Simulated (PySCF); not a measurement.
Compound: C4H11BP (charge -1).
Bonds: P1–B2, B2–C3, C3–C4, C4–C5, C5–C6, C3–C6. Hydrogens: H7, H8 on P1; H9, H10 on B2; H11 on C3; H12, H13 on C4; H14, H15 on C5; H16, H17 on C6.

Computed, not measured: PBE0-D3(BJ)/def2-SVP geometry optimisation, gas phase (PySCF).

(1) List the bond lengths, angles and torsions at this level.

Answers

(1) 
```json
{"bond": "P1–B2", "length (Å)": "2.009", "order": "single"}
{"bond": "B2–C3", "length (Å)": "1.625", "order": "single"}
{"bond": "C3–C4, C3–C6", "length (Å)": "1.553", "order": "single"}
{"bond": "C4–C5, C5–C6", "length (Å)": "1.539", "order": "single"}
{"bond": "P1–H7, P1–H8", "length (Å)": "1.440", "order": "single"}
{"bond": "B2–H9, B2–H10", "length (Å)": "1.245", "order": "single"}
{"bond": "C3–H11", "length (Å)": "1.109", "order": "single"}
{"bond": "C4–H12, C6–H16", "length (Å)": "1.104", "order": "single"}
{"bond": "C4–H13, C6–H17", "length (Å)": "1.104", "order": "single"}
{"bond": "C5–H14", "length (Å)": "1.106", "order": "single"}
{"bond": "C5–H15", "length (Å)": "1.104", "order": "single"}
```

Bonds in one row agree within 0.01 Å and their mean is given. Orders are formal, as drawn. A selection of angles:
```json
{"angle": "B2–P1–H7", "degrees": "100.4"}
{"angle": "B2–P1–H8", "degrees": "101.3"}
{"angle": "H7–P1–H8", "degrees": "91.7"}
{"angle": "P1–B2–C3", "degrees": "108.9"}
{"angle": "P1–B2–H9", "degrees": "104.9"}
{"angle": "P1–B2–H10", "degrees": "111.7"}
{"angle": "C3–B2–H9", "degrees": "110.9"}
{"angle": "C3–B2–H10", "degrees": "110.2"}
{"angle": "H9–B2–H10", "degrees": "110.1"}
{"angle": "B2–C3–C4", "degrees": "120.4"}
{"angle": "B2–C3–H11", "degrees": "111.4"}
{"angle": "C4–C3–C6", "degrees": "87.0"}
{"angle": "C4–C3–H11", "degrees": "107.9"}
{"angle": "C3–C4–C5", "degrees": "89.4"}
{"angle": "C3–C4–H12", "degrees": "118.7"}
{"angle": "C3–C4–H13", "degrees": "110.2"}
{"angle": "C5–C4–H12", "degrees": "118.0"}
{"angle": "C5–C4–H13", "degrees": "111.5"}
{"angle": "H12–C4–H13", "degrees": "108.1"}
{"angle": "C4–C5–C6", "degrees": "88.0"}
{"angle": "C4–C5–H14", "degrees": "118.7"}
{"angle": "C4–C5–H15", "degrees": "111.3"}
{"angle": "H14–C5–H15", "degrees": "107.8"}
```

Torsions: P1–B2–C3–C4 72° (synclinal); B2–C3–C4–C5 141° (anticlinal); C3–C4–C5–C6 -19° (synperiplanar); C4–C5–C6–C3 19° (synperiplanar); B2–C3–C6–C5 -142° (anticlinal). The mirror-image conformer, all signs reversed, is as good.

The 4-membered ring C3–C4–C5–C6 has internal angles of 87.0° to 89.4° (sum 354°, against 360° for a flat polygon); it is puckered, 0.13 Å rms from its mean plane, widest ring torsion 19°. P1 (three-coordinate phosphorus) is pyramidal (angles 101.3°, 100.4° and 91.7°, sum 293.4°, 0.78 Å off the plane of its three neighbours). B2 (four-coordinate boron) is distorted tetrahedral (angles from 104.9° to 111.7°).

Point group: C1 (no symmetry element, even within 0.4 Å). No frequency check. Torsions: H–P1–B2–C3 -170° and -76°, P1–B2–C3–C4 72°, B2–C3–C4–C5 141°, C3–C4–C5–C6 -19°, C4–C5–C6–C3 19°, B2–C3–C6–C5 -142°.

On x86-64 server, one thread, on a shared host, this took 62 s of wall time. This is the geometry optimisation.
